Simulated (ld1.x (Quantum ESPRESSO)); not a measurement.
cerium (Ce), TM semilocal: configuration errors across variants

ld1.x (Quantum ESPRESSO) 7.5 input, shortened:

```
&input
   title='Ce', zed=58., rel=1, dft='WC', iswitch=3,
   config='[Xe] 4f1 5d1 6s1 6p0'
 /
 &inputp
   pseudotype=1, tm=.true., lloc=2,
   nlcc=.true., new_core_ps=.true.
 /
4
6S  1  0   1.00   0.00  3.70  3.70  0.0
5P  2  1   6.00   0.00  1.75  1.75  0.0
4F  4  3   1.00   0.00  1.25  1.25  0.0
5D  3  2   1.00   0.00  2.25  2.25  0.0
 &test
   configts(1)='4f1 5p6 5d1 6s1 6p0'
 /
```

All-electron excitation energies from the reference (eV): (1) 4f1 5p6 5d1 6s2 6p0 -6.101; (2) 4f1 5p6 5d1 6s0 6p0 10.977; (3) 4f1 5p6 5d0 6s0 6p0 30.112; (4) 4f2 5p6 5d1 6s0 6p0 -0.072; (5) 4f1 5p5 5d1 6s2 6p0 21.761; (6) 4f0 5p6 5d0 6s0 6p0 67.947; (7) 4f1 5p6 5d2 6s1 6p0 -5.187.

A semilocal file is local in each channel, so a ghost entry of none says nothing of the separable form that plane-wave codes build from it.

The default core radius of the base comes out at 1.16 bohr.

3 further variants failed, have other tests or too few solved ones, and are left out.

Errors AE − PS in meV (a dash: test not solved or not reliable):

| change | (1) | (2) | (3) | (4) | (5) | (6) | (7) | bound ghosts |
| --- | --- | --- | --- | --- | --- | --- | --- | --- |
| base | +1.9 | -7.6 | +8.6 | -559 | -154 | -354 | -3.4 | none |
| wave 6s (bound): rc 3.70 bohr becomes 6s (bound): rc 5.50 bohr | +7.2 | -72 | -215 | -379 | +90 | -934 | +42 | none |
| wave 4f (bound): rc 1.25 bohr becomes 4f (bound): rc 1.42 bohr | +1.9 | -7.6 | +8.7 | -516 | -154 | -221 | -3.4 | none |
| wave 5p (bound): rc 1.75 bohr becomes 5p (bound): rc 1.36 bohr | +1.9 | -7.6 | +8.1 | -506 | -152 | -171 | -3.6 | none |

Question: Give the same row for: core correction Bessel-smoothed model core inside 1.02 bohr.

Answer: +1.9, -7.6, +8.6, -566, -154, -372, -3.4; bound ghosts: none.
